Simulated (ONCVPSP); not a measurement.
silver (Ag) ONCV: all-electron and pseudo phase curves

```
Element                 : silver
Generator               : ONCVPSP 4.0.1
Type                    : optimised norm-conserving Vanderbilt (ONCV)
Functional              : PBE
Relativity              : scalar-relativistic
Frozen core             : [Ar] 3d10
Valence charge          : 19
Reference configuration : 4s2 4p6 4d10 5s1
Partial waves           : 4s+5s: rc 1.30 bohr, ncon 4, nbas 8, qcut 9.4 1/bohr, 2 projectors; 4p: rc 1.35 bohr, ncon 4, nbas 8, qcut 11.3 1/bohr, 3 projectors, debl 2.6 Ha; 4d: rc 1.70 bohr, ncon 4, nbas 9, qcut 9.9 1/bohr, 1 projector
Local potential         : polynomial inside 1.15 bohr (lpopt 4, dvloc0 6 Ha)
Core correction         : polynomial model core, fcfact 0.75
```

The phase is arctan(r·R′/R) of the radial function R(r), unwrapped; energies in Ha, scanned from -5 to 5 Ha. A pole is an energy at which the radial function vanishes at the test radius. The pseudo phase is shifted by a multiple of π to meet the all-electron one at the reference energy, and phase errors are pseudo minus all-electron; the curves can meet again beyond the range given. Levels narrower than the energy grid can be missing from the lists of poles.

| channel | radius (bohr) | reference energy (Ha) | poles, all-electron | poles, pseudo | unbroken range about the reference energy with phases within 0.05 rad | phase error 1 Ha above the reference energy (rad) |
| --- | --- | --- | --- | --- | --- | --- |
| s | 1.32 | -0.16 | -2.29 | -2.29 | the whole range | -0.000 |
| p | 1.37 | -2.15 | -0.84 | -0.84 | the whole range | +0.000 |
| d | 1.72 | -0.27 | 0.51 | 0.52 | below 2.7 | +0.001 |

Phases in the p channel:

| E (Ha) | all-electron | pseudo |
| --- | --- | --- |
| -4.96 | 1.067 | 1.067 |
| -4.48 | 0.953 | 0.953 |
| -4.00 | 0.746 | 0.746 |
| -3.52 | 0.315 | 0.315 |
| -3.04 | -0.430 | -0.430 |
| -2.56 | -1.007 | -1.007 |
| -2.08 | -1.287 | -1.287 |
| -1.60 | -1.435 | -1.435 |
| -1.12 | -1.529 | -1.529 |
| -0.64 | -1.596 | -1.596 |
| -0.16 | -1.651 | -1.651 |
| 0.32 | -1.700 | -1.700 |
| 0.80 | -1.748 | -1.748 |
| 1.28 | -1.799 | -1.799 |
| 1.76 | -1.858 | -1.858 |
| 2.24 | -1.932 | -1.932 |
| 2.72 | -2.033 | -2.032 |
| 3.20 | -2.180 | -2.180 |
| 3.68 | -2.418 | -2.418 |
| 4.16 | -2.809 | -2.809 |
| 4.64 | -3.335 | -3.335 |
